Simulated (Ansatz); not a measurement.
This geometry of H6O2Si2 (10 atoms, charge 0, multiplicity 1) is a first-order saddle point.

Theory: Ansatz, RKS PBE0-D4/STO-3G.

```xyz
10
Properties=species:S:1:pos:R:3
O -1.063 2.019 0.962
Si 0.090 0.737 0.964
Si -0.123 -0.697 -0.782
O 1.207 -1.801 -0.825
H -0.830 2.545 0.123
H -0.135 0.055 2.218
H 1.440 1.272 0.990
H -1.384 -1.411 -0.721
H -0.133 0.052 -2.025
H 0.756 -2.710 -0.841
```

(1) Which two structures does it join? (They come from a converged band through this point; their orientation in space is the band's.)

(2) How far does it lie above each of them?

## Answers

(1) No bond is made or broken. The dihedral H8–Si3–O4–H10 goes from -59 to 56°.

Initial state:

```xyz
10
Properties=species:S:1:pos:R:3
O -1.103 1.890 1.080
Si 0.097 0.660 0.929
Si -0.127 -0.645 -0.919
O 1.062 -1.887 -1.060
H -0.921 2.497 0.285
H -0.052 -0.133 2.129
H 1.427 1.242 0.957
H -1.463 -1.215 -0.955
H 0.036 0.144 -2.119
H 0.869 -2.491 -0.265
```

Final state:

```xyz
10
Properties=species:S:1:pos:R:3
O -1.010 2.061 0.953
Si 0.057 0.709 1.024
Si -0.185 -0.737 -0.701
O 1.177 -1.797 -0.673
H -0.706 2.561 0.121
H -0.260 0.065 2.277
H 1.438 1.152 1.084
H -1.424 -1.489 -0.607
H -0.255 -0.032 -1.970
H 0.991 -2.432 -1.446
```

(2) 0.058 eV above the first and 0.038 eV above the second. This is the barrier of this one path; another mechanism may lie lower. Limits of this set-up: minimal basis.

Time of the run: 38 s on 1 thread of Intel(R) Xeon(R) 6975P-C (Granite Rapids), with other jobs on the host, peak memory 0.14 GiB.
